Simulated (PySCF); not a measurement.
Unrelated species, one level of theory. Computed with PySCF 2.14.0, density-fitted response routines, TDDFT wB97X-D/def2-SVPD, vertical, gas phase, core orbitals frozen in the response. Geometries: PBE0-D3(BJ)/def2-SVP; one conformer of each isolated species. Triplets are in the Tamm–Dancoff approximation.

Question: Rank by computed HOMO–LUMO gap, highest first.
A. `[SiH3]C([SiH3])Cl`
B. `NNC1=CC=CC=C1`
C. `C/N=C/CO[SiH2]OC`
D. `O=S(=O)(O)C1=CC=CC=C1`

Answer: A (11.32 eV), C (10.70 eV), D (10.07 eV), B (9.12 eV).

| SMILES | gap (eV) | LUMO (eV) | S1 (eV) | T1 (eV) | HOMO (eV) | S1 mainly |
| --- | --- | --- | --- | --- | --- | --- |
| [SiH3]C([SiH3])Cl | 11.32 | 1.33 | 6.38 | 5.72 | -9.99 | H→L (81%) |
| C/N=C/CO[SiH2]OC | 10.70 | 1.42 | 5.09 | – | -9.27 | H→L (92%) |
| O=S(=O)(O)c1ccccc1 | 10.07 | 0.14 | 5.37 | 4.12 | -9.93 | H→L (57%) |
| NNc1ccccc1 | 9.12 | 1.52 | 4.80 | – | -7.60 | H→L (88%) |

H and L stand for HOMO and LUMO; a dash means that no computed state gives the value.

- `[SiH3]C([SiH3])Cl`: Löwdin shares by element: HOMO chlorine 52%, carbon 22%, silicon 18%; LUMO chlorine 33%, silicon 26%, carbon 18% (atoms not listed hold the other 24%).
- `C/N=C/CO[SiH2]OC`: Löwdin shares by element: HOMO nitrogen 55%, carbon 22% or more, hydrogen 5% or more (atoms not listed hold the other 17%); LUMO carbon 37% or more, nitrogen 32%, hydrogen 6% or more (atoms not listed hold the other 25%).
- `O=S(=O)(O)c1ccccc1`: Löwdin shares by element: HOMO carbon 76% or more (atoms not listed hold the other 24%); LUMO carbon 62% or more (atoms not listed hold the other 38%).
- `NNc1ccccc1`: Löwdin shares by element: HOMO carbon 39% or more, nitrogen 27% or more (atoms not listed hold the other 34%); LUMO carbon 72% or more (atoms not listed hold the other 28%).
